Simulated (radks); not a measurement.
The numbers below are computed, except where a source is named.
Task: All-electron atom: Ti4+ in [Ne] 3s2 3p4 4p2 (not the ground configuration). Level of theory: scalar-relativistic Kohn-Sham, BLYP, spin-polarised, spherical densities, finite nucleus; open shells are filled with parallel spins first; Fermi nuclear charge, rms radius 3.5921 fm (a radial shooting solver on a logarithmic mesh with Libxc functionals). Some entries of the table are withheld. Estimate them.

orbital,occ.,eigenvalue (eV),r(max) (bohr)
1s up,1,-4954.619,0.04555
1s down,1,-4953.552,0.04555
2s up,1,-619.4173,0.2686
2s down,1,-618.5454,0.2688
2p up,3,-527.3872,0.2191
2p down,3,-526.1272,0.2193
3s up,1,-134.1008,0.8395
3s down,1,-129.9613,0.8415
3p up,3,-109.0069,(1)
3p down,1,-105.0195,(2)
3d up,0,-70.8849,0.8127
3d down,0,-67.3684,0.8147
4s up,0,-45.3955,2.083
4s down,0,-42.6572,2.063
4p up,2,-38.2188,2.245

Result: 
(1) 3p up r(max) (bohr): 0.8537
(2) 3p down r(max) (bohr): 0.8571
